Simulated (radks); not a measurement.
Problem. Radial electron density D(r) = 4 pi r^2 rho(r) of an atom or ion with 2 electrons. Calculated with a radial shooting solver on a logarithmic mesh with Libxc functionals: Dirac Kohn-Sham, B86b exchange with PBE correlation, spin-unpolarised, spherical densities, finite nucleus; Fermi nuclear charge, rms radius of each element as measured or else 0.836 A^(1/3) + 0.57 fm.

r (bohr)  D(r) (e/bohr)
0.03706          0.1147
0.04113          0.1378
0.04527          0.1629
0.05023          0.1946
0.05529          0.2286
0.06086          0.2678
0.06753          0.3166
0.07434          0.3681
0.08249          0.4314
0.0908           0.4970
0.09995          0.5698
0.1109           0.6566
0.1221           0.7436
0.1355           0.8445
0.1491           0.9425
0.1641            1.043
0.1821            1.153
0.2005            1.252
0.2224            1.351
0.2448            1.433
0.2717            1.504
0.2991            1.551
0.3292            1.574
0.3653            1.570
0.4021            1.537
0.4461            1.470
0.4911            1.380
0.5406            1.269
0.5998            1.132
0.6603           0.9962
0.7326           0.8505
0.8064           0.7256
0.8948           0.6086
0.985            0.5226
1.084            0.4598
1.203            0.4169
1.324            0.3972
1.469            0.3912
1.617            0.3931
1.78             0.3954
1.976            0.3915
2.175            0.3777
2.413            0.3494
2.656            0.3115
2.924            0.2650
3.244            0.2098
3.571            0.1596
3.963            0.1107
4.362           0.07376
4.84            0.04375
5.327           0.02483
5.864           0.01289
6.507          0.005672
7.163          0.002374
7.948         0.0008082
8.748         0.0002611

What is the nuclear charge?

Solution. Z = 3. The innermost maximum, from 1s, lies near gamma/Z bohr with gamma = sqrt(1 - (Z/c)^2) = 1.000, here 0.333 bohr (found: 0.343), and its height grows with Z. The density is that of the lithium ion Li+ in 1s1 2p1; the configuration itself is not fixed sharply by these data. D(r) has 2 maxima, at r = 0.343, 1.79 bohr, and minima at 1.48 bohr, inside which lie 1.20 electrons.
